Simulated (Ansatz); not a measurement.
Basis-set series for CH3ClF2SZr, SMILES `C[S][Zr]([F])([F])[Cl]`. Total charge 0; spin multiplicity 1. Zr: def2 effective core potential. The structure was optimised at the PBE0-D4/def2-TZVP level. It is one conformer, not always the lowest.

| functional | basis | functions | energy (Eh) | HOMO (eV) | LUMO (eV) |
| --- | --- | --- | --- | --- | --- |
| PBE0-D4 | def2-TZVPP | 275 | -1144.94969 | -7.71 | -2.10 |
| PBE0-D4 | def2-QZVPP | 482 | -1144.99124 | -7.71 | -2.10 |
| ωB97M-V | def2-TZVPP | 275 | -1145.28684 | -9.85 | -0.02 |
| ωB97M-V | def2-QZVPP | 482 | -1145.32626 | -9.86 | -0.05 |

(1) Give the rows for def2-SVP. (Best estimate.)

Results:

(1) Ansatz gave: 
```
functional     basis  functions  energy (Eh)  HOMO (eV)  LUMO (eV)
   PBE0-D4  def2-SVP        124  -1144.35165      -7.71      -2.06
   ωB97M-V  def2-SVP        124  -1144.68401      -9.81       0.08
```
